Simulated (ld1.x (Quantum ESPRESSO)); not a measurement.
**Au (Z = 79), TM: configuration errors across variants**

Au, norm-conserving Troullier–Martins (Kleinman–Bylander form), made with ld1.x (Quantum ESPRESSO) 7.5 (PBE, scalar-relativistic). Core [Xe] 4f14, reference 5d10 6s1 6p0. Waves: 6p (bound, empty): rc 4.00 bohr; 5d (bound): rc 1.60 bohr; 6s (bound): rc 2.45 bohr. Local part: the s channel. Core correction: none.

All-electron excitation energies from the reference (eV): (1) 5d10 6s0 6p0 9.409; (2) 5d9 6s0 6p0 30.617; (3) 5d8 6s0 6p0 64.494; (4) 5d7 6s0 6p0 112.206; (5) 5d10 6s0.5 6p0 3.773; (6) 5d9 6s2 6p0 1.693; (7) 5d9 6s1 6p1 7.497.

2 further variants failed, have other tests or another functional or relativity, and are left out.

A true bound ghost makes a file unfit for plane-wave use even where its test errors are small: the radial tests pick states by their node count and pass the ghost by.

Errors AE − PS in meV (a dash: test not solved or not reliable):

```csv
change,(1),(2),(3),(4),(5),(6),(7),bound ghosts
base,-1.1,-26,-224,-670,-1.2,-54,-40,none
local potential all-electron potential smoothed inside 1.20 bohr (lloc = -1),-0.9,+23,0.0,-125,-1.0,-18,+3.9,"s, p"
wave 6s (bound): rc 2.45 bohr becomes 6s (bound): rc 3.26 bohr,+1.9,-87,-399,-1021,+0.6,+19,-14,none
"all radii scaled by about 0.73 (s 1.78, p 2.90, d 1.16 bohr)",+3.9,-14,-185,-583,-0.1,-32,-49,none
core correction a·sin(br)/r model core inside 1.88 bohr,-14,-77,-362,-962,-3.7,-59,-46,none
wave 6p (bound): rc 4.00 bohr becomes 6p (bound): rc 5.76 bohr,-1.1,-26,-224,-670,-1.2,-54,-18,none
```

(1) Give the same row for: type PAW; waves now 6s (bound): rcut 2.15, rcutus 2.45 bohr; 6s channel at 0.3 Ry: rcut 2.15, rcutus 2.45 bohr; 6p (bound): rcut 3.50, rcutus 4.00 bohr; 6p channel at 0.4 Ry: rcut 3.50, rcutus 4.00 bohr; 5d (bound): rcut 1.40, rcutus 1.60 bohr; 5d channel at 0.05 Ry: rcut 1.40, rcutus 1.60 bohr; local potential all-electron potential smoothed inside 3.70 bohr (lloc = -2); core correction a·sin(br)/r model core, default radius (ld1.x builds one for every PAW set, though the input has nlcc=.false.); augmentation PSQ, inside the norm-conserving radii.

Results:

(1) -5.2, -52, -275, -807, -1.8, -23, -26; bound ghosts: none.
